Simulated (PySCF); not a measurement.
Species: `o1ccc(c1C(=O)Cl)SC`. The columns A, B, C and D hold Mulliken, IAO, Hirshfeld and ESP-fitted charges (e) of one PBE0/pcSseg-1 density (PySCF), in a shuffled order. Coordinates in Å (GFN2-xTB); the density's dipole moment is (4.03, 4.62, -0.24) D.

| atom | x | y | z | A | B | C | D |
| --- | --- | --- | --- | --- | --- | --- | --- |
| C1 | 2.635 | -0.449 | 0.245 | -0.514 | -0.114 | -0.401 | -0.552 |
| S2 | 1.069 | -1.384 | 0.245 | +0.256 | +0.075 | +0.190 | -0.001 |
| C3 | -0.062 | -0.103 | 0.010 | -0.133 | -0.028 | -0.301 | +0.032 |
| C4 | 0.131 | 1.291 | -0.140 | -0.240 | -0.087 | -0.125 | -0.283 |
| C5 | -1.117 | 1.823 | -0.295 | +0.059 | +0.045 | +0.212 | +0.035 |
| O6 | -2.064 | 0.891 | -0.256 | -0.205 | -0.049 | -0.355 | -0.208 |
| C7 | -1.441 | -0.298 | -0.070 | +0.062 | +0.010 | +0.237 | +0.151 |
| C8 | -2.121 | -1.549 | 0.020 | +0.328 | +0.139 | +0.300 | +0.318 |
| O9 | -1.611 | -2.620 | 0.182 | -0.381 | -0.215 | -0.326 | -0.362 |
| Cl10 | -3.877 | -1.390 | -0.136 | -0.087 | -0.074 | -0.114 | -0.123 |
| H11 | 2.642 | 0.258 | 1.068 | +0.160 | +0.049 | +0.160 | +0.188 |
| H12 | 3.421 | -1.184 | 0.385 | +0.177 | +0.060 | +0.166 | +0.244 |
| H13 | 2.765 | 0.054 | -0.707 | +0.160 | +0.049 | +0.160 | +0.191 |
| H14 | 1.056 | 1.828 | -0.135 | +0.172 | +0.061 | +0.089 | +0.191 |
| H15 | -1.430 | 2.840 | -0.436 | +0.186 | +0.078 | +0.110 | +0.179 |

**Question.** Which column most likely holds the ESP-fitted charges?

**Answer.** D. Σ q r misses the density's dipole by 0.14 D (D), 0.89 D (A), 1.64 D (C), 2.17 D (B). Charges fitted to the outside potential are the only set here that is tied to the molecule's multipoles.

**Question.** And the Hirshfeld charges?

**Answer.** B. The mean sizes are 0.076 e (B), 0.204 e (D), 0.208 e (A), 0.216 e (C), and Hirshfeld charges are commonly the smallest of these schemes.

As computed, A = IAO, B = Hirshfeld, C = Mulliken, D = ESP-fitted. Hydrogens on carbon: IAO +0.16 to +0.19, Hirshfeld +0.05 to +0.08, Mulliken +0.09 to +0.17, ESP-fitted +0.18 to +0.24 e.

The ESP scheme is a least-squares fit of atom-centred charges to the potential on four shells outside the van der Waals surface, with the total charge fixed. The Hirshfeld scheme weights the molecular density at each point by an atom's share of the summed free-atom densities.

Geometry: GFN2-xTB, one conformer, isolated molecule.

The values belong to the conformer `[CH3:1][S:2][c:3]1[cH:4][cH:5][o:6][c:7]1[C:8](=[O:9])[Cl:10]`: C1–S2–C3–C4 0°, O6–C7–C8–O9 180°.
